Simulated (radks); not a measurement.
The mean radii <r> (bohr) of the occupied orbitals of an atom or ion are listed with their occupations. Calculated with a radial shooting solver on a logarithmic mesh with Libxc functionals: Dirac Kohn-Sham, PBEsol, spin-unpolarised, spherical densities, point nucleus.

| orbital | occ. | <r> |
|---|---|---|
| 1s1/2 | 2 | 0.01932 |
| 2s1/2 | 2 | 0.08125 |
| 2p1/2 | 2 | 0.06742 |
| 2p3/2 | 4 | 0.07503 |
| 3s1/2 | 2 | 0.2122 |
| 3p1/2 | 2 | 0.2021 |
| 3p3/2 | 4 | 0.2163 |
| 3d3/2 | 4 | 0.1899 |
| 3d5/2 | 6 | 0.1943 |
| 4s1/2 | 2 | 0.4780 |
| 4p1/2 | 2 | 0.4851 |
| 4p3/2 | 4 | 0.5179 |
| 4d3/2 | 4 | 0.5411 |
| 4d5/2 | 6 | 0.5527 |
| 5s1/2 | 2 | 1.168 |
| 5p1/2 | 2 | 1.305 |
| 5p3/2 | 4 | 1.412 |
| 4f5/2 | 6 | 0.7116 |
| 4f7/2 | 8 | 0.7264 |
| 6s1/2 | 1 | 3.052 |

Name the element and its charge. Open shells, if any, are shared by 2j + 1.

Answer. Z = 71, lutetium, charge +2: Lu2+ in [Xe] 4f14 6s1. The 1s radius gives Z: for a bare nucleus <r> = (2 gamma + 1)/(2Z) with gamma = sqrt(1 - (Z/c)^2), 0.01909 bohr for Z = 71, and screening makes it slightly larger (0.01932 here). The occupations add up to 69, and the charge is Z minus that.
